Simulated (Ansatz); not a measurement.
`F[Si](F)(F)[SiH3]` + CH₃SH → `CS[Si](F)(F)F` + SiH₄ at 700 K and 1 bar (cleavage of the Si–Si bond).

Isolated molecules relaxed with PBE0-D4/def2-TZVP in Ansatz; ΔE leaves out vibrations. CCSD(T)/CBS is the MP2 limit (def2-TZVPP, def2-QZVPP) plus CCSD(T) − MP2 in def2-TZVPP, frozen cores. This one scheme is used for every species. One conformer a species, not always the lowest.

| species | CCSD(T)/CBS energy (Eh) | H − E (kJ/mol) | S (J/(mol·K)) |
| --- | --- | --- | --- |
| `F[Si](F)(F)[SiH3]` | -879.54323 | 163.8 | 450.4 |
| CH₃SH | -438.22835 | 160.2 | 309.0 |
| `CS[Si](F)(F)F` | -1026.33397 | 207.3 | 485.1 |
| SiH₄ | -291.46306 | 115.5 | 252.9 |

H − E and S are ideal-gas, rigid-rotor, harmonic terms from PBE0-D4/def2-TZVP, for one conformer and one mirror image of each species. 1 Eh = 2625.50 kJ/mol, R = 8.31446 J/(mol·K).

Task: By hand: ΔE, ΔH, ΔS and ΔG.

Result: ΔE = (-1026.33397) + (-291.46306) − (-879.54323) − (-438.22835) = -0.02545 Eh = -66.8 kJ/mol. Δ(H − E) = 207.3 + 115.5 − 163.8 − 160.2 = -1.2, so ΔH = -68.0 kJ/mol. ΔS = 485.1 + 252.9 − 450.4 − 309.0 = -21.4 J/(mol·K). ΔG = -68.0 − 700 × (-21.4)/1000 = -53.0 kJ/mol.

Task: By hand: the equilibrium constant, and the temperature at which ΔG would vanish if ΔH and ΔS stayed fixed.

Result: log₁₀ K = −ΔG/(RT ln 10) = 4.0. ΔG = 0 at ΔH/ΔS = 3178 K, far beyond where these terms or the molecules hold.

ΔH outweighs TΔS. A doubt of 5 kJ/mol in ΔE shifts log₁₀ K by 0.4 here. Other conformers and mirror images would add mixing entropy, several J/(mol·K) or more a flexible species. Modes under 60 cm⁻¹, often nearly free rotors, make the harmonic entropy too high. These are equilibria of isolated gas molecules and say nothing of rates. Largest T1 diagnostic: 0.013 (customary marks: 0.02 for closed shells, 0.045 for open ones).
